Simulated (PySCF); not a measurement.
Si(H)(F)2(OMe) (CH4F2OSi), SMILES CO[SiH](F)F.

Geometry optimised at r2SCAN-D4/def2-SVP. One conformer was computed; it need not be the lowest.

These are SMD-ωB97X/def2-SVP in PySCF values and carry that method's errors.

Solvation free energies are E(SMD) − E(gas) at the gas-phase geometry, for 1 M in both phases. In vacuum the dipole moment is 1.45 D.

Question: Rank water, benzene, dichloromethane by solvation free energy, most negative first.

Answer: dichloromethane (-2.8 kcal/mol), benzene (-1.7 kcal/mol), water (-0.5 kcal/mol)
